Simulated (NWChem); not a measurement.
# C2H4BNO; SMILES C#CB(N)O

```xyz
9

C      0.0128    -2.2856     0.0000
C     -0.0013    -1.0687     0.0000
B      0.0162     0.4831     0.0000
N     -1.1877     1.2004     0.0000
O      1.2002     1.1715     0.0000
H      0.0209    -3.3609     0.0000
H     -2.0925     0.7545     0.0000
H     -1.2074     2.2112     0.0000
H      1.9591     0.5828     0.0000
```
Atoms are numbered in this order, from 1.

All runs: NWChem. Pople sets run with spherical d functions. Structure relaxed at the PBE0/def2-SVP level. Atomic charges in e: unrestrained fits to the electrostatic potential beside Mulliken populations; buried atoms are poorly determined by the fit.

Problem. Estimate the computed values for Hartree-Fock/6-31G*. Quantities: ESP C1; Mulliken C1; ESP C2; Mulliken C2; ESP B3; Mulliken B3; ESP N4; Mulliken N4; ESP O5; Mulliken O5; relative RMS misfit of the potential (%).

Solution. 
```
Item                                      Value
----------------------------------------  -----
ESP C1                                    -0.30
Mulliken C1                               -0.31
ESP C2                                    -0.31
Mulliken C2                               -0.22
ESP B3                                     0.94
Mulliken B3                                0.74
ESP N4                                    -1.09
Mulliken N4                               -0.96
ESP O5                                    -0.75
Mulliken O5                               -0.75
relative RMS misfit of the potential (%)     25
```
